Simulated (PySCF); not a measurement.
Electron correlation in Si⁺ (silicon, charge +1)

[Ne] 3s2 3p1, 2P determinant. Calculation: PySCF 2.14, in cc-pVTZ-DK; scalar relativity by spin-free X2C-1e. Frozen: [Ne]; 3 electrons correlated.

MP2 pair energies summed by pair of shells (mhartree):

```
 pair  energy  share (%)
3s-3s  -22.85       55.3
3s-3p  -18.44       44.7
```

Total MP2 correlation energy: -41.30 mhartree.

Same-spin part -2.74 and opposite-spin part -38.56 mhartree; SCS-MP2 scales them by 1/3 and 6/5 to -47.19 mhartree.

| level | correlation energy (mhartree) |
| --- | --- |
| CCSD | -58.36 |
| (T) | -1.07 |
| CCSD(T) | -59.43 |

Diagnostics: T1 = 0.014, D1 = 0.0314, largest double amplitude 0.105.

Q: Is a single reference adequate?

A: Mostly. T1 lies below 0.03, but a double amplitude of this size points to a near-degeneracy that CCSD handles and MP2 describes poorly.
